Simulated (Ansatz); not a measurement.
`[OH][SnH]([F])[F]` + HI → `[F][SnH]([F])[I]` + H₂O  (ligand exchange at the Sn–O bond)

Computed with Ansatz on PBE0-D4/def2-TZVP structures; ΔE is electronic, products minus reactants. CCSD(T)/CBS is the MP2 limit (def2-TZVPP, def2-QZVPP) plus CCSD(T) − MP2 in def2-TZVPP, frozen cores. This one scheme is used for every species. DFT in def2-TZVPP. B3LYP here is the variant with VWN-RPA as its local correlation; programs differ in this. Elements past krypton have def2 core potentials. For I, Sn outer-core shells are correlated without core-valence functions, which leaves a few kJ/mol of doubt a bond. One conformer a species, not always the lowest.

`[OH][SnH]([F])[F]`:

Cartesian coordinates in Å:
```
O -1.228 -0.368 -0.863
Sn 0.465 0.046 -0.035
F 0.652 -1.086 1.483
F 0.306 1.770 0.758
H -1.978 -0.301 -0.266
H 1.781 -0.060 -1.077
```

HI:

```xyz
2

I     0.732   -0.078   -0.325
H    -0.732    0.078    0.325
```

`[F][SnH]([F])[I]`:

Z-matrix (Å, degrees):
```
Sn
F 1 1.902
I 1 2.630 2 107.8
F 1 1.902 2 103.0 3 113.9
H 1 1.692 2 109.2 3 -130.2
```

H₂O:

Cartesian coordinates in Å:
```
O -0.123 0.367 -0.044
H 0.109 -0.077 0.775
H 0.014 -0.290 -0.730
```

Is it downhill or uphill in electronic energy at CCSD(T)/CBS, and by how much? (An estimate is asked.)

Computed: Downhill: ΔE = -0.87 eV.

What do these levels give: BLYP-D4, B3LYP-D4, r2SCAN0-D4, r2SCAN, B3LYP, BHLYP, LC-ωPBE, RPA@PBE/def2-TZVPP, CCSD(T)/def2-SVP, CCSD/def2-TZVPP, HF/CBS(def2), CCSD/CBS(def2)? (Estimate.)

The calculation gave: BLYP-D4 -0.77, B3LYP-D4 -0.82, r2SCAN0-D4 -0.87, r2SCAN -0.81, B3LYP -0.78, BHLYP -0.81, LC-ωPBE -0.74, RPA@PBE/def2-TZVPP -0.66, CCSD(T)/def2-SVP -0.75, CCSD/def2-TZVPP -0.73, HF/CBS(def2) -0.82, CCSD/CBS(def2) -0.87 eV.

Largest T1 diagnostic among the species: 0.015.

Leaving LDA and LC-ωPBE aside and taking each functional with its dispersion term where it has one, the values, not all of them listed here, spread over 0.17 eV, from HSE06-D4 to B97M-V. From PBE to PBE0 (25 % exact exchange), in def2-TZVPP and without D4, ΔE moves by −0.05 eV. At CCSD(T), def2-SVP lies +0.12 eV from the extrapolated value and def2-TZVPP +0.14 eV.
